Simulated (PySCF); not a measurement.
AlBr3, SMILES [Br][Al]([Br])[Br].

The structure is a stationary point at B3LYP-D3(BJ)/def2-SVP. The isomer is the one that the SMILES or the coordinates give; other isomers of the formula were not compared.

These are B3LYP-D3(BJ)/def2-SVP in PySCF values and carry that method's errors.

Frequencies are harmonic and unscaled.

Modes within 1.5 cm⁻¹ of each other (mostly degenerate sets) share a row, with their intensities summed.

```json
[
 {"mode": "1–2", "ν (cm⁻¹)": "92", "IR (km/mol)": "4.5", "Raman (Å⁴/amu)": "4.3", "depolarisation": "0.75", "moving atoms (share of kinetic energy)": "Br 93 %"},
 {"mode": "3", "ν (cm⁻¹)": "171", "IR (km/mol)": "18.7", "Raman (Å⁴/amu)": "0.0", "depolarisation": "–", "moving atoms (share of kinetic energy)": "Al 90 %, Br 10 %"},
 {"mode": "4", "ν (cm⁻¹)": "230", "IR (km/mol)": "0.0", "Raman (Å⁴/amu)": "10.6", "depolarisation": "0.09", "moving atoms (share of kinetic energy)": "Br 100 %"},
 {"mode": "5–6", "ν (cm⁻¹)": "510", "IR (km/mol)": "284.7", "Raman (Å⁴/amu)": "2.6", "depolarisation": "0.75", "moving atoms (share of kinetic energy)": "Al 83 %, Br 17 %"}
]
```
